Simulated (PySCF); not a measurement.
## ZnB⁺: energy against distance

Set-up: basis Zn def2-SVPD, B def2-SVPD; no relativity; PySCF 2.14. Energies in eV from Zn + B⁺ in their ground configurations at the same level. State: ¹Σ⁺ (singlet), closed shell.

```tsv
R (Å)	LC-ωPBE	RHF-MP2
2.018	-1.953	-1.618
2.112	-2.109	-1.806
2.206	-2.186	-1.910
2.277	-2.205	-1.948
2.347	-2.199	-1.959
2.417	-2.173	-1.949
2.511	-2.116	-1.912
2.629	-2.018	-1.839
2.769	-1.878	-1.727
2.957	-1.672	-1.556
```

**Question.** Put a parabola through the three lowest points of the LC-ωPBE curve and estimate Re, k and ωe (reduced mass 9.392 u; 1 eV/Å² = 0.16022 mdyn/Å; ωe = 1302.8·√(k/μ) cm⁻¹).

**Answer.** Through R = 2.206, 2.277, 2.347 Å the second-order coefficient is 2.51 eV/Å², so Re ≈ 2.295 Å, k ≈ 0.803 mdyn/Å and ωe ≈ 381 cm⁻¹. A polynomial fit of higher order to the unrounded LC-ωPBE energies gives Re = 2.293 Å, k = 0.764 mdyn/Å, ωe = 372 cm⁻¹; anharmonicity and rounding make the difference.

The higher-order fit for each curve: LC-ωPBE: Re = 2.293 Å, ωe = 372 cm⁻¹, De = 2.21 eV; RHF-MP2: Re = 2.347 Å, ωe = 346 cm⁻¹, De = 1.96 eV.

Correlated steps freeze 6 core orbitals. Correlated levels converge slowly with the basis: in double zeta they bind strong bonds too weakly, by up to about 1 eV, and carry superposition errors of some tenths. For an ion De counts to the pair picked by the measured ionisation energies or electron affinities, which need not be the lowest pair at this level.
